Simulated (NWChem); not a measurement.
System: CH$_{2}$Cl$_{2}$OSi; SMILES O=C[SiH](Cl)Cl

The following NWChem deck was run.

```
start job
memory heap 200 mb stack 900 mb global 1100 mb
geometry units angstroms noautosym nocenter noautoz
  O      0.119660    -2.727615     0.000000
  C     -0.509278    -1.689374     0.000000
  Si     0.434855    -0.008845     0.000000
  Cl    -0.105975     1.042593     1.697483
  Cl    -0.105975     1.042593    -1.697483
  H     -1.623948    -1.696405     0.000000
  H      1.892961    -0.225153     0.000000
end
basis spherical
  O library aug-cc-pvdz
  C library aug-cc-pvdz
  Si library aug-cc-pvdz
  Cl library aug-cc-pvdz
  H library aug-cc-pvdz
end
dft
  xc pbe0
  iterations 150
end
property
  response 1 0.0773
end
task dft property
```

Excerpt of the output:

```
             Northwest Computational Chemistry Package (NWChem) 7.3.0
             --------------------------------------------------------

                             Geometry "geometry" -> ""
                             -------------------------

 Output coordinates in angstroms (scale by  1.889725989 to convert to a.u.)

  No.       Tag          Charge          X              Y              Z
 ---- ---------------- ---------- -------------- -------------- --------------
    1 O                    8.0000     0.11966000    -2.72761500     0.00000000
    2 C                    6.0000    -0.50927800    -1.68937400     0.00000000
    3 Si                  14.0000     0.43485500    -0.00884500     0.00000000
    4 Cl                  17.0000    -0.10597500     1.04259300     1.69748300
    5 Cl                  17.0000    -0.10597500     1.04259300    -1.69748300
    6 H                    1.0000    -1.62394800    -1.69640500     0.00000000
    7 H                    1.0000     1.89296100    -0.22515300     0.00000000

 Effective nuclear repulsion energy (a.u.)     327.1342759918

                              NWChem Property Module
                              ----------------------

                                 NWChem DFT Module
                                 -----------------

 Summary of "ao basis" -> "ao basis" (spherical)
 ------------------------------------------------------------------------------
       Tag                 Description            Shells   Functions and Types
 ---------------- ------------------------------  ------  ---------------------
 O                        aug-cc-pvdz                9       23   4s3p2d
 C                        aug-cc-pvdz                9       23   4s3p2d
 Si                       aug-cc-pvdz               11       27   5s4p2d
 Cl                       aug-cc-pvdz               11       27   5s4p2d
 H                        aug-cc-pvdz                5        9   3s2p

            General Information
            -------------------
          SCF calculation type: DFT
          Wavefunction type:  closed shell.
          No. of atoms     :     7
          No. of electrons :    64
           Alpha electrons :    32
            Beta electrons :    32
          Charge           :     0
          Spin multiplicity:     1
          Use of symmetry is: off; symmetry adaption is: off
          Maximum number of iterations: 150
          AO basis - number of functions:   145
                     number of shells:    61
          Convergence on energy requested:  1.00D-06
          Convergence on density requested:  1.00D-05
          Convergence on gradient requested:  5.00D-04

              XC Information
              --------------
                         PBE0 Method XC Functional
                     Hartree-Fock (Exact) Exchange  0.250
          PerdewBurkeErnzerhof Exchange Functional  0.750
            Perdew 1991 LDA Correlation Functional  1.000 local
           PerdewBurkeErnz. Correlation Functional  1.000 non-local

             Grid Information
             ----------------
          Grid used for XC integration:  medium
          Radial quadrature: Mura-Knowles
          Angular quadrature: Lebedev.
          Tag              B.-S. Rad. Rad. Pts. Rad. Cut. Ang. Pts.
          ---              ---------- --------- --------- ---------
          O                   0.60       49          14.0       434
          C                   0.70       49          13.0       434
          Si                  1.10       88          14.0       590
          Cl                  1.00       88          14.0       590
          H                   0.35       45          15.0       434
          Grid pruning is: on
          Number of quadrature shells:   452
          Spatial weights used:  Erf1

      Superposition of Atomic Density Guess
      -------------------------------------

 Sum of atomic energies:       -1321.22072031

      Non-variational initial energy
      ------------------------------

 Total energy =   -1322.670761
 1-e energy   =   -2476.931713
 2-e energy   =     827.126677
 HOMO         =      -0.280576
 LUMO         =      -0.076703

   convergence    iter        energy       DeltaE   RMS-Dens  Diis-err
 ---------------- ----- ----------------- --------- --------- ---------
 d= 0,ls=0.0,diis     1  -1323.8442319185 -1.65D+03  1.38D-02  1.08D+00
 d= 0,ls=0.0,diis     2  -1323.4760255049  3.68D-01  8.51D-03  4.67D+00
 d= 0,ls=0.0,diis     3  -1323.9727592810 -4.97D-01  1.47D-03  5.80D-02
 d= 0,ls=0.0,diis     4  -1323.9765753141 -3.82D-03  6.68D-04  2.17D-02
 d= 0,ls=0.0,diis     5  -1323.9794961409 -2.92D-03  7.76D-05  1.73D-04
  Resetting Diis
 d= 0,ls=0.0,diis     6  -1323.9795184169 -2.23D-05  2.37D-05  1.63D-05
 d= 0,ls=0.0,diis     7  -1323.9795203149 -1.90D-06  1.63D-05  1.41D-06
 d= 0,ls=0.0,diis     8  -1323.9795200126  3.02D-07  8.11D-06  4.66D-06

         Total DFT energy =    -1323.979520012622
      One electron energy =    -2478.825641529017
           Coulomb energy =      919.340740603786
    Exchange-Corr. energy =      -91.628895079216
 Nuclear repulsion energy =      327.134275991825

 Numeric. integr. density =       64.000003281907

                       DFT Final Molecular Orbital Analysis
                       ------------------------------------

 Vector   30  Occ=2.000000D+00  E=-3.587376D-01
              MO Center=  2.3D-01,  6.2D-01,  3.3D-08, r^2= 4.4D+00
   Bfn.  Coefficient  Atom+Function         Bfn.  Coefficient  Atom+Function
  ----- ------------  ---------------      ----- ------------  ---------------
    82      0.377116  4 Cl px               109      0.377116  5 Cl px
    85      0.293420  4 Cl px               112      0.293420  5 Cl px
   137     -0.229080  7 H  s                 50     -0.193293  3 Si s
    58     -0.156845  3 Si px                 5      0.120928  1 O  px
    55     -0.113306  3 Si px                 8      0.078317  1 O  px

 Vector   31  Occ=2.000000D+00  E=-3.558772D-01
              MO Center= -7.5D-02,  9.6D-01, -1.2D-07, r^2= 4.1D+00
   Bfn.  Coefficient  Atom+Function         Bfn.  Coefficient  Atom+Function
  ----- ------------  ---------------      ----- ------------  ---------------
    84      0.327667  4 Cl pz               111      0.327667  5 Cl pz
    83     -0.264192  4 Cl py               110      0.264192  5 Cl py
    87      0.237349  4 Cl pz               114      0.237349  5 Cl pz
    86     -0.213762  4 Cl py               113      0.213762  5 Cl py
    82      0.133547  4 Cl px               109     -0.133547  5 Cl px

 Vector   32  Occ=2.000000D+00  E=-2.838960D-01
              MO Center= -1.5D-01, -1.8D+00, -1.3D-08, r^2= 3.1D+00
   Bfn.  Coefficient  Atom+Function         Bfn.  Coefficient  Atom+Function
  ----- ------------  ---------------      ----- ------------  ---------------
     5      0.413958  1 O  px                 8      0.294475  1 O  px
     6      0.286783  1 O  py               128      0.232972  6 H  s
   129      0.209510  6 H  s                  9      0.190332  1 O  py
    51     -0.183904  3 Si s                 56      0.180150  3 Si py
    58      0.165916  3 Si px                28     -0.154112  2 C  px

 Vector   33  Occ=0.000000D+00  E=-8.801617D-02
              MO Center= -2.4D-01, -1.5D+00,  3.1D-09, r^2= 2.9D+00
   Bfn.  Coefficient  Atom+Function         Bfn.  Coefficient  Atom+Function
  ----- ------------  ---------------      ----- ------------  ---------------
    30     -0.418340  2 C  pz                 7      0.401316  1 O  pz
    33     -0.392951  2 C  pz                10      0.316427  1 O  pz
    36     -0.213020  2 C  pz                13      0.204413  1 O  pz
    60     -0.162814  3 Si pz                57     -0.156355  3 Si pz
    83     -0.124010  4 Cl py               110      0.124010  5 Cl py

 Vector   34  Occ=0.000000D+00  E=-2.073638D-02
              MO Center=  1.6D-01,  5.3D-01,  5.6D-08, r^2= 7.1D+00
   Bfn.  Coefficient  Atom+Function         Bfn.  Coefficient  Atom+Function
  ----- ------------  ---------------      ----- ------------  ---------------
    50      1.052396  3 Si s                 62      0.479317  3 Si py
   138     -0.387627  7 H  s                 59      0.352570  3 Si py
    56      0.303886  3 Si py                87      0.274407  4 Cl pz
   114     -0.274407  5 Cl pz                90      0.272403  4 Cl pz
   117     -0.272403  5 Cl pz                49      0.245757  3 Si s

 Vector   35  Occ=0.000000D+00  E= 2.141718D-03
              MO Center= -2.1D+00, -1.3D+00, -1.2D-06, r^2= 1.1D+01
   Bfn.  Coefficient  Atom+Function         Bfn.  Coefficient  Atom+Function
  ----- ------------  ---------------      ----- ------------  ---------------
   130      2.113611  6 H  s                 27     -1.025970  2 C  s
    34      0.888388  2 C  px               139      0.735741  7 H  s
    51     -0.678910  3 Si s                129      0.543574  6 H  s
    61     -0.538186  3 Si px                26     -0.386869  2 C  s
    58     -0.321227  3 Si px                31      0.266136  2 C  px

     Multipole analysis of the density
     ---------------------------------

     L   x y z        total         alpha         beta         nuclear
     -   - - -        -----         -----         ----         -------
     0   0 0 0     -0.000000    -32.000000    -32.000000     64.000000

     1   1 0 0     -0.183112     -0.710862     -0.710862      1.238611
     1   0 1 0      0.252333     -1.239737     -1.239737      2.731807
     1   0 0 1      0.000000      0.000000      0.000000      0.000000

     2   2 0 0    -35.498708    -37.248203    -37.248203     38.997697
     2   1 1 0      1.845032     -0.986710     -0.986710      3.818451
     2   1 0 1      0.000000      0.000000      0.000000      0.000000
     2   0 2 0    -42.850662   -229.494394   -229.494394    416.138126
     2   0 1 1     -0.000001     -0.000000     -0.000000      0.000000
     2   0 0 2    -37.855681   -193.855087   -193.855087    349.854493

 *** CALLING NEW AORESP DRIVER FOR CLOSED AND OPEN SHELLS ***
 Entering AOResponse driver routine

--------------------------------------------------------------------------------

          -----------------------------------------------
          Solving response equations for perturbing field
          -----------------------------------------------

 number of frequencies:     1
 frequency in a.u.:  0.7730000E-01
 Perturbing field: electric
 Using El. Dipole Length Gauge

 Setting up CPKS with frequency omega =      0.07730000 a.u.

                            NWChem Dynamic CPHF Module
                            --------------------------

    scftype = RHF
    nclosed =   32
      nopen =    0
  variables =     7232
  num. vecs =        3
  tolerance =   1.0D-04
  max. iter =   50

 SCF residual:    4.9430297951292299E-004

Iterative solution of linear equations
  No. of variables     7232
  No. of equations        3
  Maximum subspace       30
       Convergence  1.0D-04

   iter   nsub   residual    time
   ----  ------  --------  ---------
     1      3    5.52D+00     105.4
     2      6    3.59D+00     147.3
     3      9    8.59D-01     190.1
     4     12    9.15D-02     231.8
     5     15    4.05D-02     273.7
     6     18    1.66D-02     316.8
     7     21    2.93D-03     358.7
     8     24    7.85D-04     400.4
     9     27    2.36D-04     442.4
    10     30    4.60D-05     483.9

 Electric Dipole Response Matrix (nonzero elements):

              1        2        3
    1   61.5175  -1.1970  -0.0000
    2   -1.1970  78.7384   0.0000
    3   -0.0000   0.0000  72.5424

 ------------------------------------------
 average:        70.93273 + I       0.00000

 DFT Linear Response polarizability / au
 Frequency  =       0.0773000 / au
 Wavelength =     589.4353558 / nm
              X              Y              Z
 -----------------------------------------------
 X      61.5174622     -1.1970014     -0.0000010
 Y      -1.1969857     78.7383661      0.0000013
 Z      -0.0000010      0.0000013     72.5423688
 -----------------------------------------------
 Eigenvalues =      61.4346584     78.8211699     72.5423688
 Isotropic   =      70.9327324
 Anisotropic =      15.2495140
 -----------------------------------------------

 Magnetic Dipole Response Matrix (nonzero elements):

 Exiting AOResponse driver routine
```

Level: PBE0/aug-cc-pVDZ. Coordinates come from a B3LYP/6-31G* (spherical d) optimisation.
